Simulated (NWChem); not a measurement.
System meant: C2H6BO2, doublet; SMILES CO[B]OC

Input file for NWChem:

```
start job
memory heap 200 mb stack 900 mb global 1100 mb
geometry units angstroms noautoz
  C      0.609378    -1.955927     0.029225
  O     -0.633217    -1.306124    -0.159466
  B     -0.768066     0.025181    -0.158986
  O      0.262024     0.876648     0.017722
  C      0.118285     2.274623     0.017752
  H      1.426512    -1.233060     0.171662
  H      0.544189    -2.609754     0.912141
  H      0.826507    -2.581617    -0.849774
  H      0.459112     2.679552     0.983366
  H      0.742971     2.708493    -0.778505
  H     -0.928336     2.577260    -0.145832
end
basis spherical
  * library def2-svp
end
dft
  odft
  mult 3
  xc b3lyp
  iterations 150
  mulliken
end
task dft energy
```

End of the output:

```
                                 NWChem DFT Module
                                 -----------------

 Summary of "ao basis" -> "ao basis" (spherical)
 ------------------------------------------------------------------------------
       Tag                 Description            Shells   Functions and Types
 ---------------- ------------------------------  ------  ---------------------
 C                          def2-svp                 6       14   3s2p1d
 O                          def2-svp                 6       14   3s2p1d
 B                          def2-svp                 6       14   3s2p1d
 H                          def2-svp                 3        5   2s1p

 Summary of "ao basis" -> "ao basis" (spherical)
 ------------------------------------------------------------------------------
       Tag                 Description            Shells   Functions and Types
 ---------------- ------------------------------  ------  ---------------------
 C                          def2-svp                 6       14   3s2p1d
 O                          def2-svp                 6       14   3s2p1d
 B                          def2-svp                 6       14   3s2p1d
 H                          def2-svp                 3        5   2s1p

      Symmetry analysis of basis
      --------------------------

        a'         68
        a"         32

  number of electrons :                   39
  multiplicity        :                    3
 ------------------------------------------------------------------------
  no. of electrons and multiplicity not compatible                  39
 ------------------------------------------------------------------------
 ------------------------------------------------------------------------
  current input line :
    26: task dft energy
 ------------------------------------------------------------------------
 ------------------------------------------------------------------------
 There is an error in the input file
 ------------------------------------------------------------------------
 For more information see the NWChem manual at https://nwchemgit.github.io

0: no. of electrons and multiplicity not compatible:Received an Error in Communication
```

Find the fault in this run and fix the input.

The input was rejected before any calculation. Cause: the multiplicity doesn't fit the number of electrons (an even count wants an odd multiplicity, and the reverse). This input runs:
```
start job
memory heap 200 mb stack 900 mb global 1100 mb
geometry units angstroms noautoz
  C      0.609378    -1.955927     0.029225
  O     -0.633217    -1.306124    -0.159466
  B     -0.768066     0.025181    -0.158986
  O      0.262024     0.876648     0.017722
  C      0.118285     2.274623     0.017752
  H      1.426512    -1.233060     0.171662
  H      0.544189    -2.609754     0.912141
  H      0.826507    -2.581617    -0.849774
  H      0.459112     2.679552     0.983366
  H      0.742971     2.708493    -0.778505
  H     -0.928336     2.577260    -0.145832
end
basis spherical
  * library def2-svp
end
dft
  odft
  mult 2
  xc b3lyp
  iterations 150
  mulliken
end
task dft energy
```
It converges to -254.93783 Ha (B3LYP/def2-SVP, spin-unrestricted).
